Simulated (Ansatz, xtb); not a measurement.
**Ranking isomers of CH4FMgN**

3 gas-phase structures of CH4FMgN, found in a search over its isomers (lower ones may exist). Each was relaxed with GFN2-xTB; where two conformers were screened, the lower at r2SCAN-D4/def2-SVP is listed:

A. a singlet given by its coordinates
B. `N[CH2][Mg][F]`, a singlet
C. a singlet given by its coordinates

A (Å):

```xyz
8

C     1.3091   -2.2845   -2.0207
F     1.8896   -2.1187    0.8882
Mg    0.3119   -1.5187    0.5259
N     0.2342   -1.7895   -1.6121
H     2.0783   -2.4921   -1.2900
H     1.5153   -2.5185   -3.0699
H    -0.4720   -1.6051   -2.3247
H    -0.7528   -0.9435    1.4868
```

Close contacts (Å): C1–N4 1.25, F2–Mg3 1.73, Mg3–N4 2.16, C1–H5 1.08, C1–H6 1.09, Mg3–H8 1.55, N4–H7 1.02.

C (Å):

| atom | x (Å) | y (Å) | z (Å) |
| --- | --- | --- | --- |
| C | -1.7311 | 0.1973 | 0.7125 |
| F | -1.2930 | 3.1636 | 2.0997 |
| Mg | -0.0618 | 1.9578 | 2.1131 |
| N | -0.5878 | 0.1775 | 1.5969 |
| H | -1.9873 | -0.8349 | 0.4520 |
| H | -2.6244 | 0.6704 | 1.1466 |
| H | -1.4650 | 0.7344 | -0.1998 |
| H | -0.8593 | -0.3311 | 2.4369 |

Close contacts (Å): C1–Mg3 2.80, C1–N4 1.45, F2–Mg3 1.72, Mg3–N4 1.93, C1–H5 1.09, C1–H6 1.10, C1–H7 1.09, Mg3–H8 2.45, N4–H8 1.02.

**Question.** Make a reasoned guess at their ranking by r2SCAN-D4/def2-SVP single-point energy.

**Answer.** Calculated order at r2SCAN-D4/def2-SVP: A (0.0), C (1.4), B (13.0) kcal/mol. CCSD(T)/def2-TZVP after further relaxation puts C lowest instead.

Energies above the lowest of each column, in kcal/mol; the last columns are at PBE0-D3(BJ)/def2-SVP geometries (a dash: not run or not comparable):

```
structure  GFN2-xTB  HF/STO-3G  r2SCAN-D4/def2-SVP  PBE0-D3(BJ)/def2-SVP  CCSD(T)/def2-TZVP
        A       0.0       28.6                 0.0                  14.4               13.0
        C       8.5        0.0                 1.4                   0.0                0.0
        B      13.1       41.9                13.0                  21.8                  –
```

CCSD(T)/def2-TZVP puts C lowest of those it was run on; GFN2-xTB picks A, r2SCAN-D4/def2-SVP picks A. CCSD(T)/def2-TZVP orders those it was run on as C (0.0), A (13.0) kcal/mol. Flexible structures stand in one conformer each, not always the lowest. Frequencies (PBE0-D3(BJ)/def2-SVP) were run for A, C alone.

Programs: Ansatz 0.2.0, xtb 6.7.1.
